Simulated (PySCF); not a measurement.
# 19F chemical shifts

[PySCF 2.14: geometry: GFN2-xTB; shieldings: GIAO PBE0/pcSseg-1; equivalent nuclei averaged; one conformer; no solvent; non-relativistic Hamiltonian]

Shieldings were converted by a linear fit to measured shifts: 19F: δ = 146.13 − 0.903σ +14.6 on sp3 carbon (rms 6.0 ppm, 223 shifts, 7.0 ppm with the 5 outliers that the fit left out vs CFCl3, solution or neat liquid). Occasional misses reach two or three times the rms, and more in compound classes unlike the fitted ones.

Q: Give the 19F shifts of `N#CC[C@@H]([SiH3])/C(F)=C\F`.

A: 
```csv
compound,environment,δ (ppm)
[N:1]#[C:2][CH2:3][C@@H:4]([SiH3:5])/[C:6]([F:7])=[CH:8]\[F:9],F7: vinylic fluorine,-168.1
[N:1]#[C:2][CH2:3][C@@H:4]([SiH3:5])/[C:6]([F:7])=[CH:8]\[F:9],F9: vinylic fluorine,-172.2
```

Q: Match the shifts 3.8, -59.8, -67.8, -82.5 ppm to `C/C=C(\Cl)C(=O)F`, `CO[C@H](C(=O)O)C(F)(F)F`, `C=C(C)[Si]1(C(=C)F)[SiH2]O[SiH2]1`, `FC(F)(F)OC1OCCO1`.

A: 3.8: C/C=C(\Cl)C(=O)F (fluorine bonded to C); -59.8: FC(F)(F)OC1OCCO1 (fluorine of an OCF3 group); -67.8: CO[C@H](C(=O)O)C(F)(F)F (fluorine of a CF3 group); -82.5: C=C(C)[Si]1(C(=C)F)[SiH2]O[SiH2]1 (vinylic fluorine).
